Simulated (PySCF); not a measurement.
Species: C₆H₁₀Si₂ (charge +1 and doublet state).
Bonds: Si1–C2, C2–C3 (double), C3–C4, C4–C5 (double), C5–Si6, C5–C7, C7–C8, C2–C8. Hydrogens: H9, H10, H11 on Si1; H12 on C3; H13 on C4; H14, H15, H16 on Si6; H17 on C7; H18 on C8.

Identity: `[SiH3]C1=CC=C([SiH3])[CH+][CH]1` [radical] (charge +1).

Method: UKS B3LYP, IGLO-III on C Si, pcH-1 on H, non-relativistic, mean-field spin-orbit, GIAO (PySCF 2.14.0). Isolated species at its PBE0-D3(BJ)/def2-SVP geometry, gas phase. No stability test was run, so a lower SCF solution isn't excluded.

Break the g tensor into its mass correction, gauge correction and orbital-Zeeman/spin–orbit terms.

```tsv
Δg (ppm)	1	2	3
relativistic mass correction	-126	-126	-126
gauge correction	8	38	48
orbital Zeeman/spin–orbit	-16	144	2041
total	-133	57	1964
```

So g = 2.00219, 2.00238, 2.00428 and g_iso = 2.00295; the tensor is close to axial: the two nearest values differ by 9 % of g3 − g1. Axes: g2 points within 8° of the Si1–C2 bond.

At 9.427 GHz, how far is the centre of the isotropic spectrum from where a free electron (g = 2.002319) resonates?

B = hν/(g μB) with μB/h = 13.99624 MHz/mT gives 336.38 mT for the free electron and 336.27 mT at g_iso, 0.11 mT lower.

What are the electron Larmor frequencies g μB B/h along the three axes at 330 mT?

9.2476, 9.2485, 9.2573 GHz for g1, g2 and g3, a range of 9.7 MHz.

In a frozen sample, at which fields do the three g values resonate at 9.5, 34, 94 and 263 GHz (hyperfine left aside), and which band first spreads them over more than twice a line width of 0.5 mT?

```json
{"band": "X", "GHz": "9.5", "B(g3) mT": "338.65", "B(g2) mT": "338.97", "B(g1) mT": "339.01", "spread mT": "0.35"}
{"band": "Q", "GHz": "34.0", "B(g3) mT": "1212.02", "B(g2) mT": "1213.17", "B(g1) mT": "1213.29", "spread mT": "1.27"}
{"band": "W", "GHz": "94.0", "B(g3) mT": "3350.87", "B(g2) mT": "3354.06", "B(g1) mT": "3354.38", "spread mT": "3.51"}
{"band": "J", "GHz": "263.0", "B(g3) mT": "9375.30", "B(g2) mT": "9384.23", "B(g1) mT": "9385.12", "spread mT": "9.82"}
```

The spread grows in proportion to the frequency. Q band is the first where it exceeds 1.0 mT.

The Mulliken spin populations are largest on C5 (+0.41), C2 (+0.41), C8 (+0.10) and C4 (+0.10).

The HOMO–LUMO gaps are 5.71 eV among the α and 2.04 eV among the β orbitals.

The SMILES draws the unpaired electron on C8; the largest computed Mulliken spin population is on C5 (0.41 against 0.10).
